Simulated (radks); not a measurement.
Q: Radial electron density D(r) = 4 pi r^2 rho(r) of an atom or ion with 21 electrons. Calculated with a radial shooting solver on a logarithmic mesh with Libxc functionals: non-relativistic Kohn-Sham, LDA (Slater exchange, VWN5 correlation), spin-polarised, spherical densities, point nucleus.

r (bohr),D(r) (e/bohr),spin D(r)
0.005837,2.352,0.00118
0.006688,2.974,0.00149
0.007662,3.740,0.00187
0.008778,4.675,0.00233
0.01006,5.801,0.00288
0.01143,7.056,0.00348
0.0131,8.610,0.00423
0.015,10.40,0.00506
0.01719,12.40,0.00596
0.01954,14.46,0.00685
0.02238,16.77,0.00777
0.02564,19.11,0.00858
0.02938,21.35,0.00917
0.03366,23.32,0.00940
0.03825,24.77,0.00915
0.04383,25.73,0.00826
0.05021,25.95,0.00664
0.05753,25.41,0.00431
0.06538,24.29,0.00165
0.07491,22.70,-0.00123
0.08582,21.06,-0.00346
0.09832,19.85,-0.00403
0.1126,19.51,-0.00176
0.128,20.21,0.00402
0.1467,21.97,0.0149
0.168,24.35,0.0314
0.1925,26.60,0.0539
0.2188,27.79,0.0812
0.2507,27.36,0.119
0.2872,24.94,0.170
0.3291,20.86,0.242
0.377,16.07,0.345
0.4285,11.99,0.475
0.4909,9.077,0.650
0.5624,8.018,0.850
0.6444,8.470,1.05
0.7323,9.474,1.20
0.839,10.22,1.29
0.9613,9.999,1.30
1.101,8.746,1.23
1.262,6.843,1.12
1.434,4.948,1.01
1.643,3.242,0.920
1.882,2.043,0.851
2.157,1.318,0.790
2.451,0.9333,0.721
2.808,0.6862,0.618
3.217,0.5024,0.484
3.686,0.3412,0.337
4.223,0.2043,0.204
4.799,0.1090,0.109
5.499,0.04664,0.0466
6.3,0.01617,0.0162
7.217,0.004432,0.00443
8.203,0.001033,0.00103
9.398,0.0001657,0.000166

What is the nuclear charge?

A: Z = 22. The innermost maximum, from 1s, lies near 1/Z = 0.0455 bohr (found: 0.0486), and its height grows with Z. The density is that of the titanium ion Ti+ in [Ar] 3d2 4s1; the configuration itself is not fixed sharply by these data, and Z only to about a unit. D(r) has 3 maxima, at r = 0.0486, 0.228, 0.873 bohr, and minima at 0.110, 0.571 bohr, inside which lie 2.14, 10.45 electrons.
